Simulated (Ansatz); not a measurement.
Ansatz results at the PBE0-D4/def2-TZVP geometry: LUMO energy (PBE/def2-TZVPP) -2.55 eV; size of the dipole moment (ωB97M-V/def2-TZVPP) 1.91 D; size of the dipole moment (PBE/def2-TZVPP) 1.86 D.

Each molecule was computed in one conformer, which needn't be the lowest.

Question: Which molecule gave them?
A. `C#CSS[SiH2]C`
B. `[SiH3]C1=COBN1`
C. `[OH][Al]([F])[SiH3]`
D. `[GaH2][GaH2]`

Answer: A. The others give `[GaH2][GaH2]`: -2.78, 0.00, 0.00; `[SiH3]C1=COBN1`: -0.73, 1.63, 1.55; `[OH][Al]([F])[SiH3]`: -1.85, 0.74, 0.73.
